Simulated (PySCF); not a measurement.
A species of formula C9H10OS has this rotational fingerprint, computed with PBE0-D3(BJ)/def2-SVP geometry optimisation, gas phase (PySCF 2.14.0):

```
Rotational constants : A = 2964, B = 451.7, C = 393.9 MHz
Dipole components    : |μa| = 2.34 D, |μb| = 1.08 D, |μc| = 0.00 D
Inertial defect      : -6.46 u·Å²
κ                    : -0.96
```

Problem. Which candidate fits, each taken in the one conformer that was computed?
A. `[CH3:1][S@@:2](=[O:3])[c:4]1[cH:5][cH:6][cH:7][c:8]2[c:9]1[CH2:10][CH2:11]2` with C1–S2–C4–C5 -110°
B. `[CH3:1][S:2][c:3]1[cH:4][cH:5][c:6]([C:7]([CH3:8])=[O:9])[cH:10][cH:11]1` with C1–S2–C3–C4 180°, C5–C6–C7–C8 -1° (4'-(methylthio)acetophenone)
C. `[CH2:1]=[CH:2][c:3]1[cH:4][cH:5][c:6]([S@@:7]([CH3:8])=[O:9])[cH:10][cH:11]1` with C1–C2–C3–C4 0°, C5–C6–S7–C8 -102°
D. `[CH3:1][c:2]1[cH:3][cH:4][c:5]2[c:6]([cH:7]1)[S@@:8](=[O:9])[CH2:10][CH2:11]2` with C5–C6–S8–O9 -85°, C6–S8–C10–C11 -33°, S8–C10–C11–C5 36°, C4–C5–C11–C10 160°

Solution. B. It is CSc1ccc(C(C)=O)cc1, a near-prolate asymmetric top, point group Cs. The candidates at the same level (rigid rotor, commonest isotopes):

```csv
SMILES,A (MHz),B (MHz),C (MHz),μa (D),μb (D),μc (D),Δ (u·Å²),point group,rotor
Cc1ccc2c(c1)[S@@](=O)CC2,1928,722.6,569.7,2.34,2.57,2.32,-74.36,C1,asymmetric top
CSc1ccc(C(C)=O)cc1,2964,451.7,393.9,2.34,1.08,0.00,-6.46,Cs,near-prolate asymmetric top
C[S@@](=O)c1cccc2c1CC2,1707,758.7,571.0,3.28,2.59,1.31,-77.24,C1,asymmetric top
C=Cc1ccc([S@@](C)=O)cc1,2788,478.5,436.8,2.05,3.00,1.36,-80.45,C1,near-prolate asymmetric top
```

`C=Cc1ccc([S@@](C)=O)cc1` has C 11 % too high; `C[S@@](=O)c1cccc2c1CC2` has B 68 % too high; `Cc1ccc2c(c1)[S@@](=O)CC2` has B 60 % too high. In the right answer the mirror of this Cs structure is the ab plane, so μc vanishes by symmetry (the 0.01 D computed is a residue). No structure here is proved a minimum.
